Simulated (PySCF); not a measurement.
Compound: C6H13P.
Numbering: `[CH3:1][CH2:2][P:3]1[CH2:4][CH2:5][CH2:6][CH2:7]1` (hydrogens: H8, H9, H10 on C1; H11, H12 on C2; H13, H14 on C4; H15, H16 on C5; H17, H18 on C6; H19, H20 on C7)

Level of theory: PySCF 2.14.0, density-fitted response routines, TDDFT wB97X-D/def2-SVPD, vertical, gas phase, core orbitals frozen in the response. The structure is a single GFN2-xTB conformer in the gas phase; no vibrational or solvent corrections.

Orbital energies (eV): HOMO-3 -11.19, HOMO-2 -10.47, HOMO-1 -10.22, HOMO -8.18, LUMO 2.38, LUMO+1 2.49, LUMO+2 2.74.

Question: Among the lowest singlets, which states do these configurations lead, and at what energies: HOMO→LUMO, HOMO→LUMO+2, HOMO→LUMO+1?

Answer: 

| state | leading configuration | weight | Δε (eV) | E (eV) | E − Δε (eV) | f | other configurations |
| --- | --- | --- | --- | --- | --- | --- | --- |
| S1 | HOMO→LUMO+1 | 0.67 | 10.67 | 6.34 | -4.33 | 0.069 | H→L+4 (17%), H→L (9%) |
| S2 | HOMO→LUMO+2 | 0.63 | 10.93 | 6.54 | -4.38 | 0.076 | H→L+5 (14%), H→L (11%) |
| S3 | HOMO→LUMO | 0.67 | 10.56 | 6.92 | -3.64 | 0.049 | H→L+2 (11%), H→L+1 (8%) |

E − Δε runs from -4.38 to -3.64 eV. By orbital difference alone the order would be S3, S1, S2. Δε is the difference of the two orbital energies.

H and L stand for HOMO and LUMO. The other states: S4 7.31 eV, f 0.119, H→L+3 (66%), H→L+4 (10%); S5 7.63 eV, f 0.0087, H→L+5 (38%), H→L+4 (18%), H→L+2 (14%); S6 7.83 eV, f 0.023, H→L+4 (36%), H→L+5 (16%), H→L+7 (11%); S7 8.27 eV, f 0.103, H→L+8 (39%), H→L+7 (22%), H→L+6 (8%); S8 8.34 eV, f 0.0094, H-1→L+1 (36%), H-2→L+1 (19%), H-1→L+2 (10%).

Triplets (Tamm–Dancoff): T1 5.39 eV, H→L+1 (52%), H→L+4 (25%); T2 5.52 eV, H→L+2 (49%), H→L+5 (19%), H→L+7 (9%); T3 6.81 eV, H→L (78%).

Summed over the main configurations (up to three a state, each over 8%) of all 8 singlets, the electron leaves HOMO with weight 5.46, HOMO-1 with weight 0.47 and HOMO-2 with weight 0.19.
